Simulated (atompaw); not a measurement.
## What one change does to a pseudopotential (palladium (Pd), PAW (atompaw))

| Property | Result |
| --- | --- |
| Element | Pd |
| Generator | atompaw 4.2.0.5 |
| Type | PAW |
| Functional | PBEsol |
| Relativity | non-relativistic |
| Frozen core | [Ar] 3d10 |
| Valence charge | 18 |
| Reference configuration | 4s2 4p6 4d8 5s0 5p0 (charge +2) |
| Partial waves | 4s (bound): rc 1.50 bohr; 5s (bound, empty): rc 1.80 bohr; 4p (bound): rc 1.15 bohr; 5p (bound, empty): rc 1.80 bohr; 4d (bound): rc 1.40 bohr; 4d channel at -1.35 Ry: rc 1.80 bohr |
| Local potential | bessel scheme, radius 1.70 bohr |
| Core correction | smooth core density matched at 0.95 bohr |
| Augmentation charge | besselshape compensation charge, radius 1.55 bohr; PAW radius 1.80 bohr; waves and projectors: custom polynom2 7 10 vanderbiltortho |

Change: waves 4s (bound); 5s (bound); 4p (bound); 5p (bound); 4d (bound); 4d channel at -1.35 Ry; augmentation besselshape compensation charge, radius 1.55 bohr; PAW radius 1.80 bohr; waves and projectors: bloechl.

Cutoffs: the cutoffs (Ry, on a coarse ladder) from which the occupation-weighted sum of valence levels, in a spherical-Bessel basis at the reference potential, stays within 10 and 1 mRy of its value at 400 Ry; they do not see the model core or the augmentation charge, which bear on the density cutoff.

Q: What does the change do?

A: The range in which the d phases agree narrows (upper end 3.4 → 1.4); neither file shows a bound ghost.

| quantity | base | changed |
| --- | --- | --- |
| cutoff, loose | 300 Ry | 50 Ry |
| cutoff, tight | over 300 Ry | 70 Ry |
| loose cutoff by channel (10 mRy a level) | s 18 Ry, p 40 Ry, d 50 Ry | s 30 Ry, p 40 Ry, d 35 Ry |
| bound ghosts | none | none |
| s: phases at 1.81 bohr within 0.05 rad from the reference energy up to (Ry; the scan ends near 5) | to the end of the scan | to the end of the scan |
| p: phases at 1.81 bohr within 0.05 rad from the reference energy up to (Ry; the scan ends near 5) | to the end of the scan | to the end of the scan |
| d: phases at 1.81 bohr within 0.05 rad from the reference energy up to (Ry; the scan ends near 5) | 3.4 | 1.4 |
| lowest overlap eigenvalue by channel | s 0.76, p 0.66, d 0.37 | s 0.40, p 0.63, d 0.01 |

 The cutoffs see the waves, projectors and local potential, not the compensation charge or the core.
